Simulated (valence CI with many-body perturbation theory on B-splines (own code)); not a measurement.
**Level structure of Ca4+**

Calculated by relativistic CI+MBPT: six valence electrons over a frozen Dirac-Fock core [Ne], a basis of 9 s, 9 p, 8 d, 6 f, 3 g, 1 h functions for each j, with the one-electron correlation potential Σ1 (screened to all orders), the two-electron term Σ2, the three-electron term Σ3, Breit, model QED; selected single and double excitations, second order for the rest, scaled by the run's own slope (own B-spline code, finite nucleus).

Against 7 measured levels this calculation errs by 138 cm⁻¹ on average and by 311 at most. These come from a selection out of Sugar and Corliss, J. Phys. Chem. Ref. Data 8, 865 (1979). Levels without a partner in it may be off by more. Among the levels kept, up to 1100 cm⁻¹ of a level comes from second order outside the variational space, and about a tenth of that is noise between levels of different J, which matters for small intervals.

Levels 1 to 35 of 35, with energies above the lowest level, 3s²3p⁴ ³P_2. "Leading %" is the weight of the configuration and term that name the level; weights of strongly mixed levels are sums over their largest components and can fall short. In the jj column 3d3/2^4 stands for four electrons in 3d with j = 3/2.

| No. | Configuration | Term | J | E (eV) | Leading % | g | Leading jj |
| --- | --- | --- | --- | --- | --- | --- | --- |
| 1 | 3s²3p⁴ | ³P | 2 | 0.000 | 94 | 1.497 | 3s^2 3p1/2^2 3p3/2^2 (71 %) |
| 2 | 3s²3p⁴ | ³P | 1 | 0.298 | 95 | 1.501 | 3s^2 3p1/2 3p3/2^3 (95 %) |
| 3 | 3s²3p⁴ | ³P | 0 | 0.409 | 94 |  | 3s^2 3p3/2^4 (56 %) |
| 4 | 3s²3p⁴ | ¹D | 2 | 2.352 | 94 | 1.003 | 3s^2 3p1/2 3p3/2^3 (70 %) |
| 5 | 3s²3p⁴ | ¹S | 0 | 5.474 | 92 |  | 3s^2 3p1/2^2 3p3/2^2 (55 %) |
| 6 | 3s3p⁵ | ³P° | 2 | 19.153 | 76 | 1.501 | 3s 3p1/2^2 3p3/2^3 (76 %) |
| 7 | 3s3p⁵ | ³P° | 1 | 19.413 | 76 | 1.500 | 3s 3p1/2 3p3/2^4 (48 %) |
| 8 | 3s3p⁵ | ³P° | 0 | 19.554 | 76 |  | 3s 3p1/2 3p3/2^4 (76 %) |
| 9 | 3s3p⁵ | ¹P° | 1 | 24.525 | 51 | 1.000 | 3s 3p1/2^2 3p3/2^3 (32 %) |
| 10 | 3s²3p³3d | ⁵D° | 0 | 25.771 | 96 |  | 3s^2 3p1/2 3p3/2^2 3d3/2 (52 %) |
| 11 | 3s²3p³3d | ⁵D° | 1 | 25.774 | 96 | 1.500 | 3s^2 3p1/2 3p3/2^2 3d3/2 (49 %) |
| 12 | 3s²3p³3d | ⁵D° | 2 | 25.777 | 96 | 1.500 | 3s^2 3p1/2 3p3/2^2 3d3/2 (38 %) |
| 13 | 3s²3p³3d | ⁵D° | 3 | 25.784 | 95 | 1.500 | 3s^2 3p1/2 3p3/2^2 3d5/2 (29 %) |
| 14 | 3s²3p³3d | ⁵D° | 4 | 25.793 | 95 | 1.500 | 3s^2 3p1/2 3p3/2^2 3d5/2 (53 %) |
| 15 | 3s²3p³3d | ³D° | 2 | 27.776 | 93 | 1.161 | 3s^2 3p1/2^2 3p3/2 3d5/2 (29 %) |
| 16 | 3s²3p³3d | ³D° | 3 | 27.780 | 94 | 1.332 | 3s^2 3p1/2 3p3/2^2 3d5/2 (61 %) |
| 17 | 3s²3p³3d | ³D° | 1 | 27.818 | 95 | 0.499 | 3s^2 3p1/2 3p3/2^2 3d5/2 (47 %) |
| 18 | 3s²3p³3d | ¹S° | 0 | 28.480 | 94 |  | 3s^2 3p1/2 3p3/2^2 3d5/2 (55 %) |
| 19 | 3s²3p³3d | ³F° | 2 | 28.565 | 94 | 0.673 | 3s^2 3p1/2 3p3/2^2 3d3/2 (52 %) |
| 20 | 3s²3p³3d | ³F° | 3 | 28.656 | 94 | 1.085 | 3s^2 3p1/2 3p3/2^2 3d3/2 (45 %) |
| 21 | 3s²3p³3d | ³F° | 4 | 28.767 | 95 | 1.250 | 3s^2 3p1/2 3p3/2^2 3d5/2 (66 %) |
| 22 | 3s²3p³3d | ³G° | 3 | 30.361 | 94 | 0.752 | 3s^2 3p1/2 3p3/2^2 3d3/2 (40 %) |
| 23 | 3s²3p³3d | ³G° | 4 | 30.379 | 94 | 1.052 | 3s^2 3p1/2 3p3/2^2 3d3/2 (44 %) |
| 24 | 3s²3p³3d | ³G° | 5 | 30.404 | 95 | 1.200 | 3s^2 3p1/2 3p3/2^2 3d5/2 (95 %) |
| 25 | 3s²3p³3d | ¹G° | 4 | 31.060 | 94 | 1.003 | 3s^2 3p1/2 3p3/2^2 3d3/2 (41 %) |
| 26 | 3s²3p³3d | ¹D° | 2 | 31.524 | 93 | 1.000 | 3s^2 3p3/2^3 3d5/2 (25 %) |
| 27 | 3s²3p³3d | ³F° | 4 | 32.729 | 92 | 1.246 | 3s^2 3p3/2^3 3d5/2 (41 %) |
| 28 | 3s²3p³3d | ³F° | 3 | 32.775 | 93 | 1.083 | 3s^2 3p1/2 3p3/2^2 3d5/2 (39 %) |
| 29 | 3s²3p³3d | ³F° | 2 | 32.831 | 93 | 0.672 | 3s^2 3p1/2 3p3/2^2 3d3/2 (63 %) |
| 30 | 3s²3p³3d | ³P° | 0 | 32.963 | 93 |  | 3s^2 3p1/2^2 3p3/2 3d3/2 (57 %) |
| 31 | 3s²3p³3d | ³D° | 1 | 33.029 | 88 | 0.560 | 3s^2 3p1/2^2 3p3/2 3d3/2 (46 %) |
| 32 | 3s²3p³3d | ³P° | 1 | 33.051 | 87 | 1.440 | 3s^2 3p1/2^2 3p3/2 3d5/2 (35 %) |
| 33 | 3s²3p³3d | ³D° | 2 | 33.198 | 91 | 1.169 | 3s^2 3p1/2 3p3/2^2 3d5/2 (33 %) |
| 34 | 3s²3p³3d | ³P° | 2 | 33.263 | 91 | 1.492 | 3s^2 3p1/2 3p3/2^2 3d5/2 (51 %) |
| 35 | 3s²3p³3d | ³D° | 3 | 33.427 | 93 | 1.331 | 3s^2 3p3/2^3 3d5/2 (43 %) |

Names give the largest LS component (configuration and term), which can be under half, so a name can repeat, a term be missing and a line seem to break the LS rules; names also repeat where a configuration has a term twice.

The ionisation energy to 3s²3p³ ⁴S°3/2 of the next ion comes out as 84.302 eV (NIST: 84.34 ± 0.08 eV (semi-empirical)). All 35 levels together are meant to be complete up to 34.028 eV.
